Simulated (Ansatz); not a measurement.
Compare A (`F[CH2][GeH]1[O][SiH2]1`) with its isomer B (`[OH][Ge]1([F])[CH2][SiH2]1`).

Gas-phase electronic energies from Ansatz, PBE0-D4/def2-TZVP geometries. CCSD(T)/CBS adds triple-zeta CCSD(T) − MP2 to the extrapolated MP2 energy (def2 sets, frozen cores). DFT in def2-TZVPP. B3LYP here is the variant with VWN-RPA as its local correlation; programs differ in this. For Ge outer-core shells are correlated without core-valence functions, which leaves a few kJ/mol of doubt a bond. Scalar relativity is left out up to krypton. One conformer a species, not always the lowest.

Which is lower in electronic energy at CCSD(T)/CBS, and by how much? (Best estimate.)

Ansatz gave: B, by 75.7 kJ/mol.

Give E(B) − E(A) in kJ/mol with B2PLYP, B3LYP, PBE-D4, HF/def2-TZVPP, CCSD(T)/def2-TZVPP, PBE0-D4, CCSD/def2-TZVPP. (Estimate.)

Computed: B2PLYP -70.4, B3LYP -63.7, PBE-D4 -69.4, HF/def2-TZVPP -72.4, CCSD(T)/def2-TZVPP -76.5, PBE0-D4 -74.9, CCSD/def2-TZVPP -76.5. None reverses the order clearly.

Largest T1 diagnostic: 0.014.

From PBE to PBE0 (25 % exact exchange), in def2-TZVPP and without D4, E(B) − E(A) moves by −5.7 kJ/mol. In def2-TZVPP, CCSD(T) changes the Hartree–Fock value by −4.1 kJ/mol (the triples alone add −0.0 kJ/mol) and MP2 by −10.5 kJ/mol.
